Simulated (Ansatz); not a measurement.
The same hydrolysis along the group B, Al, Ga, In.

Program: Ansatz. Geometries: PBE0-D4/def2-TZVP. ΔE: electronic, gas phase. CCSD(T)/CBS adds triple-zeta CCSD(T) − MP2 to the extrapolated MP2 energy (def2 sets, frozen cores). This one scheme is used for every species. def2 core potentials past Kr. For Ga, I, In outer-core shells are correlated without core-valence functions, which leaves a few kJ/mol of doubt a bond. Scalar relativity is left out up to krypton. One conformer a species, not always the lowest.

(1) Order these by ΔE at CCSD(T)/CBS, lowest first. (Estimate.)
A. `[Cl][In]([Cl])[I]` + H₂O → `[OH][In]([Cl])[Cl]` + HI
B. `ClB(Cl)I` + H₂O → `OB(Cl)Cl` + HI
C. `[Cl][Ga]([Cl])[I]` + H₂O → `[OH][Ga]([Cl])[Cl]` + HI
D. `[Cl][Al]([Cl])[I]` + H₂O → `[OH][Al]([Cl])[Cl]` + HI

Largest T1 diagnostic: 0.014, for `[OH][In]([Cl])[Cl]`.

## Answers

(1) B (-0.75 eV), D (+0.17 eV), C (+0.77 eV), A (+1.27 eV).
